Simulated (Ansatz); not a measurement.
A further run on B5N4H16⁻, a cluster cut from zinc blende BN (hydrogen-capped).

```yaml
crystal:
  periodic: [false, false, false]
  atoms:
    - {symbol: N, position_ang: [-0.893843, -0.896248, 0.650647]}
    - {symbol: N, position_ang: [1.116013, -1.109333, -0.928833]}
    - {symbol: N, position_ang: [-1.113703, 1.107499, -0.931979]}
    - {symbol: N, position_ang: [0.892498, 0.897262, 0.651123]}
    - {symbol: B, position_ang: [-1.928865, -0.030262, -0.150888]}
    - {symbol: B, position_ang: [-0.024520, -1.926793, -0.153365]}
    - {symbol: B, position_ang: [-0.000377, -0.000069, 1.616307]}
    - {symbol: B, position_ang: [1.928642, 0.032032, -0.149626]}
    - {symbol: B, position_ang: [0.022848, 1.927077, -0.153565]}
    - {symbol: H, position_ang: [-1.463173, -1.469207, 1.275503]}
    - {symbol: H, position_ang: [0.738300, -0.730210, -1.798975]}
    - {symbol: H, position_ang: [1.804311, -1.795102, -1.240552]}
    - {symbol: H, position_ang: [-1.800436, 1.791937, -1.250003]}
    - {symbol: H, position_ang: [-0.731607, 0.724488, -1.798557]}
    - {symbol: H, position_ang: [1.461034, 1.470631, 1.276327]}
    - {symbol: H, position_ang: [-2.538359, -0.702379, -0.994233]}
    - {symbol: H, position_ang: [-2.702047, 0.544330, 0.616385]}
    - {symbol: H, position_ang: [-0.693905, -2.532794, -1.001357]}
    - {symbol: H, position_ang: [0.547821, -2.703334, 0.612314]}
    - {symbol: H, position_ang: [0.723499, -0.721218, 2.307839]}
    - {symbol: H, position_ang: [-0.723597, 0.720118, 2.309479]}
    - {symbol: H, position_ang: [2.703882, -0.539116, 0.618198]}
    - {symbol: H, position_ang: [2.535922, 0.703789, -0.994833]}
    - {symbol: H, position_ang: [-0.553319, 2.701148, 0.611686]}
    - {symbol: H, position_ang: [0.693001, 2.535762, -0.999040]}
basis:
  gaussian: {orbitals: aug-cc-pVDZ}
total_charge: -1
magnetization: {spin_polarized: true, initial_magnetization: 0}
hamiltonian: {xc: {name: wB97M-V}}
```

```sh
$ ansatz run in.yaml --threads 2 --pin off --events-out ev --progress --plain --max-ram 32768MiB --backend cuda --devices 0, --max-vram 18GiB
```

Shortened log:

```
Functional definition: wB97M-V
2969 factors; their error is unknown
1309 factors; integrals over basis functions are off by at most 1.9e-6 eV
mean field evaluation 1: about -9597.4075 eV, gradient 4.5e1 eV
mean field evaluation 2: about -9598.4655 eV, gradient 4.5e1 eV
mean field evaluation 4: about -9606.6801 eV, gradient 1.2e0 eV
mean field evaluation 8: about -9606.6952 eV, gradient 2.6e-2 eV
mean field evaluation 16: about -9606.6199 eV, gradient 7.2e-5 eV
mean field -9606.61993914 eV, -353.0367711625 hartree, gradient 7.2e-5 eV, S^2 0.000000; 0 other end points of the search recorded, 0 dependent functions left out
reference -9606.62014741 eV, -353.0367788162 hartree; 35, 35 occupied and 316, 316 virtual orbitals, 2969 factors
Total energy: -9606.62014741 eV, -353.0367788162 hartree
```

It took 21 s on 2 threads of AMD EPYC 7R13 on a shared host and a share (18 GiB) of an NVIDIA H100 80GB HBM3, peak host memory 1.5 GiB.
